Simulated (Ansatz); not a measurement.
Cl2Hg, charge +1, doublet, geometry from GFN2-xTB (such geometries of metal compounds can be far from the true shape) (a state made from the parent by changing its charge; the spin is typed, not shown lowest) (core potentials on Hg); HF/def2-SVP in Ansatz (an electronic-structure program).

Ansatz was given this input:
Ansatz 0.2 input:
```yaml
crystal:
  periodic: [false, false, false]
  atoms:
    - {symbol: Hg, position_ang: [0.00000000, 0.00000000, 0.00000000]}
    - {symbol: Cl, position_ang: [-0.00000000, -0.00000000, -2.41313779]}
    - {symbol: Cl, position_ang: [0.00000000, 0.00000000, 2.41313779]}
basis:
  gaussian:
    orbitals: def2-SVP
hamiltonian:
  xc: hf
total_charge: 1
magnetization: {spin_polarized: true, initial_magnetization: 1}
```

Predict the main parts of the log of this Ansatz run.


```
Functional definition: HF
642 factors; integrals over basis functions are off by at most 3.2e-4 eV
mean field evaluation 1: about -29137.8020 eV, gradient 1.7e1 eV
mean field evaluation 2: about -29138.0098 eV, gradient 1.7e1 eV
mean field evaluation 4: about -29139.9531 eV, gradient 1.4e0 eV
mean field evaluation 8: about -29139.9901 eV, gradient 6.0e-2 eV
mean field evaluation 16: about -29139.9903 eV, gradient 3.3e-4 eV
mean field evaluation 32: about -29137.8020 eV, gradient 1.7e1 eV
mean field evaluation 64: about -29140.9004 eV, gradient 8.6e-1 eV
mean field evaluation 96: about -29139.2929 eV, gradient 7.7e0 eV
mean field evaluation 128: about -29140.8219 eV, gradient 3.4e0 eV
mean field evaluation 160: about -29137.9963 eV, gradient 1.6e1 eV
mean field evaluation 192: about -29139.9893 eV, gradient 2.4e-1 eV
mean field -29140.94335270 eV, -1070.9099157707 hartree, gradient 2.1e-5 eV, S^2 0.757832; 7 other end points of the search recorded, 0 dependent functions left out
reference -29140.94335270 eV, -1070.9099157707 hartree; 27, 26 occupied and 41, 42 virtual orbitals, 642 factors
Total energy: -29140.94335270 eV, -1070.9099157707 hartree
```
